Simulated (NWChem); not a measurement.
Species: MgO; SMILES [Mg]=[O]

```xyz
2

Mg     0.0000     0.0000    -0.7096
O      0.0000     0.0000     1.0380
```
Atoms are numbered in this order, from 1.

Geometry: optimised at PBE0/def2-SVP.

List the 4 lowest vertical singlet excitations from PBE0/def2-SVPD, TDA (NWChem).


```json
[
 {"state": "S1", "energy (eV)": "0.64", "oscillator strength": "0.003", "leading excitation (squared amplitude)": "HOMO → LUMO (0.99)"},
 {"state": "S2", "energy (eV)": "0.64", "oscillator strength": "0.003", "leading excitation (squared amplitude)": "HOMO−1 → LUMO (0.99)"},
 {"state": "S3", "energy (eV)": "3.09", "oscillator strength": "0.147", "leading excitation (squared amplitude)": "HOMO−2 → LUMO (0.62)"},
 {"state": "S4", "energy (eV)": "4.11", "oscillator strength": "0.000", "leading excitation (squared amplitude)": "HOMO−1 → LUMO+2 (0.49)"}
]
```
